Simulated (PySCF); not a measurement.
These compounds are isomers of formula C₆H₇F₃Si.

A. `InChI=1S/C6H7F3Si/c1-4-5(2-3-10-4)6(7,8)9/h2-3H,10H2,1H3`
B. `CC1=C[SiH2]C(C(F)(F)F)=C1`
C. SMILES FC(F)(F)CC1=CC=C[SiH2]1

Spectrum 1. ¹H NMR (400 MHz, computed): δ 7.19 (m, 1H), 6.12 (t, 1H), 4.79 (m, 2H), 2.18 (s, 3H). ¹³C{¹H} NMR (computed): δ 166.6 (C), 159.1 (CH), 140.3 (C), 131.0 (CH), 129.4 (C), 24.8 (CH3).

Spectrum 2. ¹H NMR (400 MHz, computed): δ 7.15 (m, 1H), 6.91 (d, 1H), 6.42 (m, 1H), 4.69 (m, 2H), 3.00 (m, 2H). ¹³C{¹H} NMR (computed): δ 156.9 (CH), 154.6 (CH), 141.3 (C), 136.1 (CH), 131.5 (C), 41.8 (CH2).

Spectrum 3. ¹H NMR (400 MHz, computed): δ 7.24 (m, 1H), 6.19 (m, 1H), 4.68 (m, 2H), 2.29 (s, 3H). ¹³C{¹H} NMR (computed): δ 158.2 (CH), 152.6 (C), 148.6 (C), 129.3 (CH), 128.5 (C), 15.8 (CH3).

Level of theory: GIAO PBE0/pcSseg-1 shieldings, geometry from PBE0-D3(BJ)/def2-SVP, in PySCF 2.14 (non-relativistic Hamiltonian, single conformer, fast rotation and ring inversion assumed for equivalent nuclei, no solvent).

Chemical shifts δ = σref − σ; ¹H (σref 31.27) and ¹³C (σref 184.41) vs TMS, all at this level. Splittings of carbon signals by F and P are missing where no couplings were computed. Where no couplings were computed, multiplicities follow the n + 1 count of equivalent neighbours, and m marks all less simple cases (inequivalent or close neighbours, rings, F or P nearby). Shifts are as computed. Against solution values, carbons near 30 ppm lie about +2 ppm off and those near 130 ppm about +5 ppm. Of 1309 compounds with measured shifts, 239 miss one by over three times the rms of a fit or turn the order of signals round; such compounds aren't used in these exercises.

Which spectrum belongs to which compound?

## Answers

1–B, 2–C, 3–A.

- Spectrum 1 (B): 6 ¹³C signals; δC 159.1 is an alkene CH; δC 140.3 is a fully substituted alkene carbon.
- Spectrum 2 (C): 6 ¹³C signals; δC 156.9 is an alkene CH; δC 154.6 is an alkene CH.
- Spectrum 3 (A): 6 ¹³C signals; δC 158.2 is an alkene CH; δC 152.6 is a fully substituted alkene carbon.
